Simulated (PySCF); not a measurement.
2-methylidenecyclopent-3-en-1-one (C6H6O), SMILES C1(CC=CC1=C)=O. Geometry: PBE-D3(BJ)/def2-SVP. Other conformers were not sampled.

Level of theory: PySCF with PBE-D3(BJ)/def2-SVP.

Harmonic wavenumbers (cm⁻¹): 112, 274, 278, 398, 481, 595, 620, 652, 702, 760, 771, 898, 914, 922, 951, 953, 1041, 1085, 1095, 1223, 1251, 1306, 1348, 1377, 1589, 1659, 1794, 2973, 3013, 3075, 3130, 3150, 3183. Rotational constants (GHz): 3.877, 3.301, 1.803; symmetry number 1.

Problem. Work out the zero-point energy and the ideal-gas rigid-rotor harmonic-oscillator thermochemistry at 298.15 K and 1 atm.

Solution. ZPE = ½ Σ hcν = ½ × 43573 cm⁻¹ = 62.29 kcal/mol. H − E(el) = 66.73 kcal/mol. Entropy in cal/(mol K): translation 39.54, rotation 27.03, vibration 11.05, total 77.62. G − E(el) = 43.58 kcal/mol. Cp = 25.40 cal/(mol K). Modes under 150 cm⁻¹ make the vibrational entropy uncertain.
